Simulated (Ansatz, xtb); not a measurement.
**C5H5Cl2F: which of two isomers lies lower**

We compare a, `C=C/C(Cl)=C(\F)CCl`, a singlet, with b, `F/C=C/C(=C/Cl)CCl`, a singlet. Both are isolated molecules in the gas phase, relaxed with r2SCAN-D4/def2-SVP; the shapes shown needn't be the lowest conformers.

a (Å):

| atom | x (Å) | y (Å) | z (Å) |
| --- | --- | --- | --- |
| C | -3.3812 | -2.2971 | 0.3135 |
| C | -2.2618 | -1.6272 | -0.0109 |
| C | -1.7065 | -1.4954 | -1.3446 |
| C | -0.5741 | -0.7932 | -1.6068 |
| C | 0.1006 | -0.5758 | -2.8997 |
| Cl | -2.5375 | -2.2742 | -2.6639 |
| Cl | 1.6659 | -1.4947 | -2.9738 |
| F | 0.0586 | -0.2146 | -0.5727 |
| H | -3.9788 | -2.8128 | -0.4428 |
| H | -3.7183 | -2.3427 | 1.3516 |
| H | -1.6799 | -1.1200 | 0.7651 |
| H | -0.5228 | -0.9103 | -3.7355 |
| H | 0.3628 | 0.4856 | -3.0185 |

b (Å):

| atom | x (Å) | y (Å) | z (Å) |
| --- | --- | --- | --- |
| C | -0.6353 | -1.3219 | -0.7372 |
| C | -0.2038 | -1.0339 | 0.5013 |
| C | 1.0089 | -0.2865 | 0.8017 |
| C | 1.3746 | -0.1509 | 2.1001 |
| C | 1.8019 | 0.3259 | -0.3098 |
| Cl | 2.7772 | 0.6910 | 2.6479 |
| Cl | 2.6761 | -0.9281 | -1.2910 |
| F | -1.7686 | -1.9992 | -0.9268 |
| H | -0.1270 | -1.0747 | -1.6741 |
| H | -0.8074 | -1.3968 | 1.3401 |
| H | 0.7848 | -0.5783 | 2.9154 |
| H | 1.1495 | 0.8650 | -1.0116 |
| H | 2.5677 | 1.0085 | 0.0753 |

**Question.** Estimate which is lower in electronic energy at CCSD(T)/def2-SVP + ΔMP2/def2-TZVPP, and by roughly how much.

**Answer.** Too close to call at this level: CCSD(T)/def2-SVP + ΔMP2/def2-TZVPP gives E(b) − E(a) = −0.22 kcal/mol.

Level by level:

| level | geometry | E(b) − E(a) (kcal/mol) | departure from the last row (kcal/mol) | job, with rough time for the two |
| --- | --- | --- | --- | --- |
| r2SCAN-D4/def2-SVP | r2SCAN-D4/def2-SVP | +0.62 | +0.84 | optimisation, 48 s |
| HF/def2-SVP | r2SCAN-D4/def2-SVP | +0.26 | +0.48 | part of the CCSD(T) run |
| MP2/def2-SVP | r2SCAN-D4/def2-SVP | +0.08 | +0.30 | part of the CCSD(T) run |
| CCSD(T)/def2-SVP | r2SCAN-D4/def2-SVP | +0.33 | +0.55 | single point |
| CCSD(T)/def2-SVP + ΔMP2/def2-TZVPP | r2SCAN-D4/def2-SVP | −0.22 |  | single point, 90 s |

As drawn, both hold the same kinds of bond in the same numbers.

The largest departure from CCSD(T)/def2-SVP + ΔMP2/def2-TZVPP is that of r2SCAN-D4/def2-SVP, 0.84 kcal/mol. Levels run at GFN2-xTB geometries aren't shown. The last row adds to CCSD(T) the change of the MP2 difference between the two basis sets, here −0.55 kcal/mol.

With thermal terms from frequencies at re-optimised GFN2-xTB minima (ideal gas, soft modes damped towards free rotors, one conformer each, 298.15 K, 1 atm): on the last row, ΔE + ΔZPE = +0.13, ΔH = +0.01, ΔG = +0.08 kcal/mol.

The correlated steps freeze 16 core orbitals. Codes used: Ansatz 0.2.0, xtb 6.7.1; the last row on 4 threads of Arm Neoverse V1 on a shared host.
